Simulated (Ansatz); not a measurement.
Relaxation of ClGeH5OSi (9 atoms, charge 0, multiplicity 1), to a largest force component of 0.02 eV/Å in at most 50 steps.

Level of theory: RKS PBE0-D4/def2-mTZVP (Ansatz 0.2.0).

```xyz
9
Properties=species:S:1:pos:R:3:forces:R:3
O -1.805 0.135 0.991 0.22 0.36 -0.45
Si -0.615 0.810 -0.022 0.55 2.23 -5.23
Cl 0.350 2.358 0.973 0.38 0.07 0.96
Ge 0.971 -0.853 -0.541 -1.10 -0.83 1.05
H -1.379 -0.177 1.758 -1.14 -1.67 3.09
H -2.598 0.298 0.421 -0.52 -0.45 0.90
H 0.189 -2.002 -1.283 0.36 0.37 0.23
H 1.554 -1.400 0.765 0.44 -0.46 0.13
H 2.023 -0.270 -1.395 0.82 0.38 -0.68
```

Task: Where does it end, and by what steps?

Result: It converged. The force dipped under the threshold on the way, but the program's further checks kept it going. After 26 steps the energy has fallen by 2.271 eV; H6 moved furthest, 1.00 Å.

```csv
step,energy less start (eV),largest force component (eV/Å),accepted
0,0.0000,5.229,yes
1,-0.9945,2.589,yes
2,-1.6141,1.775,yes
3,-1.9565,1.362,yes
4,-1.9338,2.962,no
5,-2.1120,1.136,yes
6,-2.1892,0.920,yes
7,-2.2296,0.293,yes
8,-2.2510,0.381,yes
9,-2.2568,0.178,yes
10,-2.2591,0.055,yes
11,-2.2618,0.042,yes
12,-2.2642,0.071,yes
13,-2.2657,0.134,yes
14,-2.2668,0.114,yes
15,-2.2679,0.097,yes
16,-2.2685,0.149,yes
17,-2.2691,0.107,yes
18,-2.2699,0.015,yes
19,-2.2701,0.028,yes
20,-2.2703,0.071,yes
21,-2.2704,0.064,yes
22,-2.2706,0.046,yes
23,-2.2706,0.037,yes
24,-2.2707,0.037,yes
25,-2.2707,0.030,yes
26,-2.2708,0.011,yes
```

```xyz
9
Properties=species:S:1:pos:R:3
O -1.766 -0.069 0.883
Si -0.855 0.966 -0.661
Cl 0.158 2.201 0.814
Ge 0.849 -0.797 -0.614
H -1.078 -0.323 1.522
H -2.334 0.562 1.349
H 0.565 -1.998 -1.542
H 0.886 -1.367 0.838
H 2.266 -0.277 -0.924
```

The run took 110 s on 2 threads of Intel(R) Xeon(R) Platinum 8375C CPU @ 2.90GHz (Ice Lake) (shared host), peak memory 0.32 GiB.
